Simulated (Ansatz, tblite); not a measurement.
Spin states of Sr6S5, each relaxed with PBE-D4/def2-SVP in Ansatz. Electronic energies in the gas phase.

In the def2 sets Sr takes a core potential; there is no spin–orbit coupling. The xTB rows come from tblite. Correlated methods freeze 25 core orbitals; core or outer-core shells of Sr are correlated, in sets that lack core-valence functions. The rows differ in basis, and correlated rows in double-zeta sets carry the largest basis error. The structure comes from a short search, and lower isomers may exist.

Singlet geometry:

```xyz
11

Sr    2.4954   -1.2868   -2.8763
Sr    1.2549   -0.9288    1.0290
Sr   -1.8012    1.3806    2.3061
Sr    1.0426    3.0442    0.3395
Sr   -1.6259   -3.6771   -0.0604
Sr   -1.1256    0.1673   -1.4893
S    -1.6773    2.6648   -0.1716
S     1.7623    0.8787   -1.2881
S     0.9724    1.4452    2.6285
S    -1.7156   -1.1565    1.1176
S     0.4181   -2.5315   -1.5352
```

Triplet geometry (C2v within 0.1 Å):

Cartesian coordinates in Å:
```
Sr -3.916 1.027 -0.256
Sr -0.185 0.994 1.548
Sr 2.996 -1.169 0.355
Sr -0.283 -3.012 1.146
Sr 0.853 3.704 -1.417
Sr -0.281 -0.277 -1.811
S 1.206 -2.657 -1.192
S -2.088 -1.001 0.434
S 1.313 -1.226 2.586
S 1.922 1.254 -0.532
S -1.536 2.363 -0.862
```

Quintet geometry (C2v within 0.1 Å):

```tsv
atom	x (Å)	y (Å)	z (Å)
Sr1	1.363	-3.713	-1.067
Sr2	-0.208	0.053	-1.780
Sr3	-1.265	3.154	0.916
Sr4	-3.180	-1.116	1.014
Sr5	3.670	1.406	-1.157
Sr6	0.987	-0.409	1.460
S7	-1.540	0.746	2.411
S8	-0.804	-2.246	-0.014
S9	-2.648	1.174	-0.600
S10	1.140	2.091	-0.115
S11	2.485	-1.139	-1.068
```

⟨S²⟩: triplet 2.00 at PBE0-D4/def2-TZVP (pure 2.00), quintet 6.01 at PBE0-D4/def2-TZVP (pure 6.00).

Run but left out: HF/def2-SVP (singlet: restricted singlet, unstable towards broken spin symmetry).

Only these spin states were relaxed. The quintet has other bonds than the singlet, so the gap mixes isomer and spin.

| level | triplet − singlet (kcal/mol) | quintet − singlet (kcal/mol) | lowest of these | remarks |
| --- | --- | --- | --- | --- |
| GFN1-xTB | 11.2 | 77.8 | singlet | – |
| GFN2-xTB | 12.8 | 13.0 | singlet | – |
| LDA (SPW92)/def2-TZVP | 3.1 | 68.9 | singlet | restricted SCF unstable in HF (singlet) |
| PBE-D4/def2-TZVP | 0.7 | 63.1 | singlet | restricted SCF unstable in HF (singlet) |
| revPBE-D4/def2-TZVP | -0.9 | 59.9 | triplet | restricted SCF unstable in HF (singlet) |
| r2SCAN-D4/def2-TZVP | -6.0 | 60.4 | triplet | restricted SCF unstable in HF (singlet) |
| PBE0-D4/def2-TZVP | -5.2 | 62.9 | triplet | restricted SCF unstable in HF (singlet) |
| MP2/def2-SVP | 0.4 | 74.4 | tie | restricted SCF unstable (singlet) |

Change of the quintet − singlet gap on mixing in exact exchange, in kcal/mol: PBE to PBE0 (25 % exact exchange) -0.2.

The xTB methods have no spin-polarisation term.
